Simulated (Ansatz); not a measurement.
A structure relaxed at PBE0-D4/def2-TZVP, charge 0, multiplicity 1:

```xyz
8

N    -0.8432    0.4650    0.2269
Si    0.8019    0.5962    0.6432
Ge   -0.1232   -0.9312   -0.7955
H    -1.7390    0.8808    0.4085
H     1.5715    1.7840    0.1832
H     1.2274    0.2531    2.0275
H    -0.2676   -0.7234   -2.3132
H    -0.6277   -2.3245   -0.3805
```

Problem. Give its formula and SMILES.

Solution. GeH5NSi, `[NH]1[SiH2][GeH2]1`.

Problem. Point group (tolerance 0.08 Å, 0.16 Å for H)?

Solution. Cs.

Problem. Summarise the bond lengths by kind.

Solution. 1 × N–Si 1.702 Å; 1 × Ge–N 1.874 Å; 1 × H–N 1.004 Å; 1 × Ge–Si 2.293 Å; 2 × H–Si 1.488 Å; 2 × Ge–H 1.539 Å.

Program: Ansatz 0.2.0.
